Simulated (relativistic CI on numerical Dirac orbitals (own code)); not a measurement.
# Yb²⁵⁺: q coefficients and field-shift factors

Computed by Dirac-Coulomb-Breit CI, orbitals from a KLI potential per configuration, derivatives by finite differences, unscaled Slater integrals, QED left out (own radial code, finite nucleus).

Configuration list (outside the closed core [Ar] 3d10): 4s2 4p6 4d9, 4s2 4p5 4d10, 4s2 4p6 4d8 4f, 4s 4p6 4d10, 4s2 4p5 4d9 4f, 4s 4p6 4d9 4f, 4s2 4p6 4d8 5s, 4s2 4p6 4d8 5p. Levels of other configurations are missing.

With x = (α/α₀)² − 1 an excitation energy changes as ω = ω₀ + qx; K = 2q/ω₀ is the relative enhancement. Terms are leading LS components, so labels can repeat. The field-shift factor is F = δν/δ⟨r²⟩ for the transition from the lowest level.

Lowest level 4s2 4p6 4d9 2D_5/2.

| Level | ω₀ (cm⁻¹) | q (cm⁻¹) | F (GHz/fm²) |
| --- | --- | --- | --- |
| 4s2 4p6 4d9 2D_3/2 | 95601 | 96350 | 2.12 |
| 4s2 4p5 4d10 2P°_3/2 | 1282983 | 114300 | 8.63 |
| 4s2 4p6 4d8 4f 4F°_5/2 | 1379967 | -881 | 14.4 |
| 4s2 4p6 4d8 4f 4F°_7/2 | 1384068 | 5940 | 14.7 |
| 4s2 4p6 4d8 4f 4D°_3/2 | 1393567 | 2757 | 14.5 |
| 4s2 4p6 4d8 4f 4F°_9/2 | 1400888 | 16740 | 15.1 |
| 4s2 4p6 4d8 4f 2F°_5/2 | 1405569 | 8310 | 14.6 |
| 4s2 4p6 4d8 4f 4I°_13/2 | 1412048 | -1304 | 14.8 |
| 4s2 4p6 4d8 4f 2P°_1/2 | 1415267 | 24110 | 14.6 |
| 4s2 4p6 4d8 4f 4I°_15/2 | 1417679 | 14990 | 15.3 |
| 4s2 4p6 4d8 4f 4H°_11/2 | 1420717 | 3700 | 14.8 |
| 4s2 4p6 4d8 4f 4D°_7/2 | 1422296 | 19150 | 14.9 |
| 4s2 4p6 4d8 4f 2D°_3/2 | 1430858 | 21280 | 15.2 |
| 4s2 4p6 4d8 4f 2G°_9/2 | 1430931 | 7804 | 15.1 |
| 4s2 4p6 4d8 4f 4H°_13/2 | 1431180 | 16080 | 15.2 |
| 4s2 4p6 4d8 4f 4G°_11/2 | 1450569 | 21150 | 15.5 |
| 4s2 4p6 4d8 4f 2G°_7/2 | 1451542 | 13230 | 14.5 |
| 4s2 4p6 4d8 4f 2H°_9/2 | 1452859 | 8878 | 14.8 |
| 4s2 4p6 4d8 4f 2P°_1/2 | 1458681 | 25050 | 13.5 |
| 4s2 4p6 4d8 4f 4F°_3/2 | 1464103 | 80680 | 16.5 |
| 4s2 4p6 4d8 4f 4P°_5/2 | 1464193 | 45080 | 15.8 |
| 4s2 4p6 4d8 4f 2P°_3/2 | 1469512 | 40950 | 15.7 |
| 4s2 4p6 4d8 4f 2G°_9/2 | 1472924 | 25880 | 15.4 |

At this charge energies of transitions that change n are usually good to better than 1 %, and those within a shell (Δn = 0) to a few per cent.

Q: Which transition from the lowest level has the largest |K|?

A: 4s2 4p6 4d9 2D_3/2 at 95601 cm⁻¹, K = 2.02.
